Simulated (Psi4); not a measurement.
C3H9O (SMILES CC[OH+]C), charge +1, singlet, at a GFN2-xTB geometry, with bond 7-3 at 3.0 times its length; Psi4 1.11 with HF/STO-3G.

Input for Psi4:
```
memory 2 GB

molecule {
1 1
O     0.05586026   -0.68329506    0.10783272
C    -0.01267142    0.78735284    0.04115579
C     1.38355249   -1.24026318   -0.03569941
C    -1.46605047    1.19333821   -0.02607106
H     0.46194579    1.14755225    0.95586541
H     0.54921487    1.13949274   -0.82841198
H     1.14513109   -4.48967673    0.20683955
H     1.83952611   -0.96559385   -0.98766160
H     1.99255470   -0.86591714    0.78630868
H    -1.93476522    0.85317512   -0.94730704
H    -2.01811662    0.80424113    0.82553218
H    -1.53452893    2.27727882   -0.00067742
H    -0.53577495   -1.04303488   -0.58776898
}

set {
  basis sto-3g
  stability_analysis check
  scf_type pk
}

energy('scf')
print_variables()
```

Output, abridged:

```
   => Loading Basis Set <=

    Name: STO-3G
    Role: ORBITAL
    Keyword: BASIS

         ---------------------------------------------------------
                                   SCF
               by Justin Turney, Rob Parrish, Andy Simmonett
                          and Daniel G. A. Smith
                              RHF Reference
         ---------------------------------------------------------

  ==> Geometry <==

    Molecular point group: c1
    Full point group: C1

    Geometry (in Angstrom), charge = 1, multiplicity = 1:

       Center              X                  Y                   Z               Mass
    ------------   -----------------  -----------------  -----------------  -----------------
         O            0.060505092653    -0.630965306131     0.093166453556    15.994914619570
         C           -0.008026587347     0.839682593869     0.026489523556    12.000000000000
         C            1.388197322653    -1.187933426131    -0.050365676444    12.000000000000
         C           -1.461405637347     1.245667963869    -0.040737326444    12.000000000000
         H            0.466590622653     1.199882003869     0.941199143556     1.007825032230
         H            0.553859702653     1.191822493869    -0.843078246444     1.007825032230
         H            1.149775922653    -4.437346976131     0.192173283556     1.007825032230
         H            1.844170942653    -0.913264096131    -1.002327866444     1.007825032230
         H            1.997199532653    -0.813587386131     0.771642413556     1.007825032230
         H           -1.930120387347     0.905504873869    -0.961973306444     1.007825032230
         H           -2.013471787347     0.856570883869     0.810865913556     1.007825032230
         H           -1.529884097347     2.329608573869    -0.015343686444     1.007825032230
         H           -0.531130117347    -0.990705126131    -0.602435246444     1.007825032230

  Running in c1 symmetry.

  Rotational constants: A =      0.68903  B =      0.12250  C =      0.11145 [cm^-1]
  Rotational constants: A =  20656.67366  B =   3672.49390  C =   3341.30607 [MHz]
  Nuclear repulsion =  137.770794799695466

  Charge       = 1
  Multiplicity = 1
  Electrons    = 34
  Nalpha       = 17
  Nbeta        = 17

  ==> Algorithm <==

  SCF Algorithm Type is PK.
  DIIS enabled.
  MOM disabled.
  Fractional occupation disabled.
  Guess Type is SAD.
  Energy threshold   = 1.00e-06
  Density threshold  = 1.00e-06
  Integral threshold = 1.00e-12

  ==> Primary Basis <==

  Basis Set: STO-3G
    Blend: STO-3G
    Number of shells: 21
    Number of basis functions: 29
    Number of Cartesian functions: 29
    Spherical Harmonics?: true
    Max angular momentum: 1

  ==> Integral Setup <==

  Using in-core PK algorithm.
   Calculation information:
      Number of atoms:                  13
      Number of AO shells:              21
      Number of primitives:             63
      Number of atomic orbitals:        29
      Number of basis functions:        29

      Integral cutoff                 1.00e-12
      Number of threads:                 1

  Performing in-core PK
  Using 189660 doubles for integral storage.
  We computed 25723 shell quartets total.
  Whereas there are 26796 unique shell quartets.

  ==> DiskJK: Disk-Based J/K Matrices <==

    J tasked:                  Yes
    K tasked:                  Yes
    wK tasked:                  No
    Schwarz Cutoff:          1E-12

  Minimum eigenvalue in the overlap matrix is 2.0861258144E-01.
  Reciprocal condition number of the overlap matrix is 8.4345915168E-02.
    Using symmetric orthogonalization.

  ==> Pre-Iterations <==

  SCF Guess: Superposition of Atomic Densities via on-the-fly atomic UHF (no occupation information).

   -------------------------
    Irrep   Nso     Nmo
   -------------------------
     A         29      29
   -------------------------
    Total      29      29
   -------------------------

  ==> Iterations <==

                        Total Energy        Delta E     RMS |[F,P]|

   @RHF iter SAD:  -187.47811644999294   -1.87478e+02   0.00000e+00
   @RHF iter   1:  -190.20014129402080   -2.72202e+00   1.60961e-02 ADIIS/DIIS
   @RHF iter   2:  -190.39660305278042   -1.96462e-01   1.66556e-02 ADIIS/DIIS
   @RHF iter   3:  -190.59932494400078   -2.02722e-01   7.77642e-03 ADIIS/DIIS
   @RHF iter   4:  -190.69091524016378   -9.15903e-02   1.25153e-03 ADIIS/DIIS
   @RHF iter   5:  -190.69284373171135   -1.92849e-03   1.95369e-04 ADIIS/DIIS
   @RHF iter   6:  -190.69285180031153   -8.06860e-06   1.70754e-04 ADIIS/DIIS
   @RHF iter   7:  -190.69287813214339   -2.63318e-05   6.60909e-05 DIIS
   @RHF iter   8:  -190.69288077004671   -2.63790e-06   3.31050e-05 DIIS
   @RHF iter   9:  -190.69288138217181   -6.12125e-07   1.74049e-05 DIIS
   @RHF iter  10:  -190.69288161056267   -2.28391e-07   5.31557e-06 DIIS
   @RHF iter  11:  -190.69288163327639   -2.27137e-08   6.43350e-07 DIIS
  Energy and wave function converged.

	Presorting SO-basis two-electron integrals.
	Sorting File: SO Ints (nn|nn) nbuckets = 1
	Constructing frozen core operators
	Starting first half-transformation.
	Sorting half-transformed integrals.
	First half integral transformation complete.
	Starting second half-transformation.
	Two-electron integral transformation complete.
	Starting first half-transformation.
	Sorting half-transformed integrals.
	First half integral transformation complete.
	Starting second half-transformation.
	Two-electron integral transformation complete.
    Lowest singlet (RHF->RHF) stability eigenvalues:
       A 0.257949         A 0.332762         A 0.344250         A 0.369166
       A 0.384766

    Lowest triplet (RHF->UHF) stability eigenvalues:
       A -0.479372        A 0.213652         A 0.244910         A 0.326564
       A 0.339325

  ==> Post-Iterations <==

    Orbital Energies [Eh]
    ---------------------

    Doubly Occupied:

[...]
    Virtual:

[...]
    Final Occupation by Irrep:
              A
    DOCC [    17 ]
    NA   [    17 ]
    NB   [    17 ]

  @RHF Final Energy:  -190.69288163327639

   => Energetics <=

    Nuclear Repulsion Energy =            137.7707947996954658
    One-Electron Energy =                -524.7681597685166253
    Two-Electron Energy =                 196.3044833355447736
    Total Energy =                       -190.6928816332763859

Computation Completed

Properties will be evaluated at   0.000000,   0.000000,   0.000000 [a0]

Properties computed using the SCF density matrix

 Multipole Moments:

 ------------------------------------------------------------------------------------
     Multipole            Electronic (a.u.)      Nuclear  (a.u.)        Total (a.u.)
 ------------------------------------------------------------------------------------

 L = 1.  Multiply by 2.5417464519 to convert [e a0] to [Debye]
 Dipole X            :          0.4286631            0.0068440            0.4355071
 Dipole Y            :         -1.4110811           -0.6325564           -2.0436375
 Dipole Z            :          0.2509877           -0.6644784           -0.4134907
 Magnitude           :                                                    2.1300458

 ------------------------------------------------------------------------------------

  Variable Map:
  ----------------------------------------------------------------------------
[...]
  Array Variable Map:
  ----------------------------------------------------------------------------
[...]
[...]
```
